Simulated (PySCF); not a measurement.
Species: C4H3ClF2Si.
InChI=1S/C4H3ClF2Si/c5-8(7)3-1-2-4(8)6/h1-3H/t8-/m1/s1

Level: CAM-B3LYP/def2-SVPD in PySCF, non-relativistic, on one gas-phase PBE0-D3(BJ)/def2-SVP geometry that isn't relaxed in the solvent. The solvent is an IEF-PCM continuum (Bondi radii, 1.10 Å for H, scaled by 1.2), and excitations are vertical TDDFT with non-equilibrium linear response and a frozen core. Only the electrostatic response of the medium enters.

Gas-phase singlets (H = HOMO, L = LUMO):

```csv
state,E (eV),λ (nm),f,leading configuration
S1,3.980,312,0.041,H→L 98%
S2,5.305,234,0.001,H-1→L 92%
S3,6.415,193,0.001,H→L+1 80%
S4,6.686,185,0.062,H-2→L 63%
S5,6.929,179,0.001,H→L+2 85%
```

What are the lowest 5 singlets in benzene (ε = 2.271)?

```csv
state,E (eV),λ (nm),f,leading configuration,change by rank (eV)
S1,3.925,316,0.052,H→L 99%,-0.055
S2,5.317,233,0.001,H-1→L 93%,+0.012
S3,6.368,195,0.001,H→L+1 81%,-0.047
S4,6.690,185,0.095,H-2→L 63%,+0.004
S5,6.926,179,0.002,H→L+2 88%,-0.003
```

What are the lowest 5 singlets in dimethylsulfoxide (ε = 46.83)?

| state | E (eV) | λ (nm) | f | leading configuration | change by rank (eV) |
| --- | --- | --- | --- | --- | --- |
| S1 | 3.921 | 316 | 0.049 | H→L 99% | -0.059 |
| S2 | 5.330 | 233 | 0.001 | H-1→L 94% | +0.025 |
| S3 | 6.294 | 197 | 0.001 | H→L+1 83% | -0.121 |
| S4 | 6.719 | 185 | 0.087 | H-2→L 60% | +0.033 |
| S5 | 6.947 | 178 | 0.032 | H-3→L 45% | +0.018 |

The ground-state energy changes by -0.160 eV from gas to dimethylsulfoxide. By how much does the total energy of gas-phase S1 change?

E(S1) = E(S0) + excitation energy, so it changes by -0.160 − 0.059 = -0.219 eV: it is lowered more than the ground state, which is what a red shift means. This is the vertical state, with the slow part of the continuum still set for S0.

How do the frontier levels move from gas to dimethylsulfoxide?

```json
{"orbital": "LUMO+2", "gas (eV)": "1.33", "solvent (eV)": "1.71", "change (eV)": "+0.38"}
{"orbital": "LUMO+1", "gas (eV)": "0.89", "solvent (eV)": "0.88", "change (eV)": "-0.01"}
{"orbital": "LUMO", "gas (eV)": "-1.28", "solvent (eV)": "-1.05", "change (eV)": "+0.23"}
{"orbital": "HOMO", "gas (eV)": "-8.53", "solvent (eV)": "-8.30", "change (eV)": "+0.23"}
{"orbital": "HOMO-1", "gas (eV)": "-10.39", "solvent (eV)": "-10.24", "change (eV)": "+0.15"}
{"orbital": "HOMO-2", "gas (eV)": "-11.03", "solvent (eV)": "-10.97", "change (eV)": "+0.06"}
{"orbital": "HOMO-3", "gas (eV)": "-11.68", "solvent (eV)": "-11.55", "change (eV)": "+0.13"}
```

The HOMO–LUMO gap goes from 7.25 to 7.25 eV. Rows go by rank; for HOMO-3 the atom shares or the degeneracy differ between the runs, so the row needn't follow one orbital.
